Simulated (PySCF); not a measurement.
Compound: C₂H₁₀N₂O₂Si₂.
Numbering: `[NH2:1][Si@@H:2]1[CH2:3][O:4][CH2:5][Si@@H:6]([OH:7])[NH:8]1`

Cartesian coordinates in Å at the GFN2-xTB level; atoms count from 1:
```xyz
18
C2H10N2O2Si2 angstrom
N      2.5959    0.4971   -0.8937
Si     1.4266    0.0894    0.3017
C      0.6972   -1.5897   -0.2220
O     -0.2442   -1.4777   -1.2792
C     -1.4819   -0.9068   -0.8848
Si    -1.3920    0.9619   -0.5049
O     -2.7050    1.5358    0.2702
N      0.0304    1.1211    0.4671
H      3.0305    1.4051   -0.8841
H      2.4450    0.1926   -1.8423
H      2.0900    0.0841    1.6051
H      0.2298   -2.1085    0.6259
H      1.4766   -2.2458   -0.6115
H     -2.1511   -1.0946   -1.7273
H     -1.8810   -1.4771   -0.0296
H     -1.4009    1.7818   -1.7129
H     -2.9498    1.2217    1.1369
H      0.1752    2.0159    0.9090
```

NICS is the negative of the GIAO shielding at a point without a nucleus: at the ring centre (0) and 1 Å above and below it (1); zz is the component along the ring normal. Level: GIAO PBE0/pcSseg-1 (PySCF, non-relativistic, gas phase) on the GFN2-xTB geometry, one conformer.

Ring bond lengths (Å), with Mayer bond orders in brackets: Si2–C3 1.904 (0.89), C3–O4 1.420 (0.89), O4–C5 1.419 (0.89), C5–Si6 1.909 (0.87), Si6–N8 1.730 (0.97), N8–Si2 1.744 (0.94).

Q: Give the NICS values of each ring in ppm.

A: 
| ring | type | NICS(0) | NICS(1), two faces | NICS(1)zz, two faces | rms pucker (Å) | centre to ring atoms, mean (Å) |
| --- | --- | --- | --- | --- | --- | --- |
| Si2–C3–O4–C5–Si6–N8 | 6-membered ring with N, O and 2 Si; formal bonds all single | -0.9 | -0.8 / -0.8 | 5.6 / 4.0 | 0.23 | 1.63 |

Q: What do they say, and how far can they be read as aromaticity?

A: 
- Si2–C3–O4–C5–Si6–N8: mean NICS(1)zz 4.8 ppm, deshielded. Si2, C3, C5, Si6 have four or more neighbours; no verdict on aromaticity is drawn.

Q: How shielded are the nuclei of the rings and their hydrogens (means over atoms taken as equivalent)?

A: 
| atoms | environment | σ isotropic (ppm) | principal values of the symmetric part, first atom (ppm) |
| --- | --- | --- | --- |
| Si2 | SiH silicon | 380.7 | 341.3, 380.3, 420.6 |
| C3 | sp3 carbon bound to oxygen | 122.7 | 93.8, 102.1, 172.1 |
| O4 | cyclic ether oxygen | 346.9 | 311.3, 338.6, 390.7 |
| C5 | sp3 carbon bound to oxygen | 119.8 | 89.4, 96.7, 173.3 |
| Si6 | oxygen-bound silicon | 380.9 | 360.9, 375.4, 406.5 |
| N8 | nitrogen bridging silicon atoms | 203.3 | 163.3, 209.6, 237.1 |
| H11 | Si–H hydrogen | 27.04 | 22.6, 25.5, 33.1 |
| H12 | methylene hydrogen | 28.58 | 24.4, 28.0, 33.4 |
| H13 | methylene hydrogen | 28.05 | 24.3, 26.7, 33.2 |
| H14 | methylene hydrogen | 27.98 | 23.8, 26.9, 33.2 |
| H15 | methylene hydrogen | 28.64 | 24.2, 28.6, 33.1 |
| H16 | Si–H hydrogen | 26.72 | 22.9, 24.9, 32.4 |
| H18 | N–H hydrogen | 30.47 | 23.9, 28.1, 39.4 |
